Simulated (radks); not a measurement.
Task: The cobalt ion Co11+, configuration [Ne] 3s2 3p3.75 4p0.25 (fractional occupations, a model configuration). All-electron calculation, non-relativistic Kohn-Sham, exchange-only B88, spin-polarised, spherical densities, point nucleus; open shells are filled with parallel spins first. Program: a radial shooting solver on a logarithmic mesh with Libxc functionals. Some entries of the table are withheld. Estimate them.

orbital  occ.  eigenvalue (Ry)  <r^2> (bohr^2)
1s up       1        -575.6980        0.004343
1s down     1        -575.5706        0.004341
2s up       1        -87.77403         0.07803
2s down     1        -87.66530         0.07785
2p up       3        -79.34982         0.06188
2p down     3        -79.19816         0.06179
3s up       1        -26.74467          0.5401
3s down     1        -26.22062          0.5444
3p up       3        -24.08959          0.5417
3p down  0.75        -23.57076          0.5467
3d up       0              (1)          0.4910
3d down     0              (2)          0.4931
4s up       0        -12.23019           2.240
4s down     0        -11.97903           2.269
4p up    0.25              (3)             (4)
4p down     0              (5)             (6)

Result: 
(1) 3d up eigenvalue (Ry): -19.87580
(2) 3d down eigenvalue (Ry): -19.41581
(3) 4p up eigenvalue (Ry): -11.25699
(4) 4p up <r^2> (bohr^2): 2.377
(5) 4p down eigenvalue (Ry): -11.01297
(6) 4p down <r^2> (bohr^2): 2.412
